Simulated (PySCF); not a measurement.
2,2-dichloroethyl(fluoro)silane (C₂H₅Cl₂FSi), SMILES F[SiH2]CC(Cl)Cl.

Coordinates come from a ωB97X-D3(BJ)/def2-SVP optimisation. The values are those of a single conformer.

Vertical ionisation energy (IE) and electron affinity (EA) in eV. Rows of orbital energies are one-electron estimates. Where ΔSCF, EOM or ADC give a negative EA the extra electron is unbound and the value depends on the basis.

| level | IE | EA |
|---|---|---|
| −ε(HOMO), −ε(LUMO), PBE0/def2-TZVP (PySCF) | 8.81 | 0.50 |
| −ε(HOMO), −ε(LUMO), PBE/def2-TZVP (PySCF) | 7.39 | 1.54 |
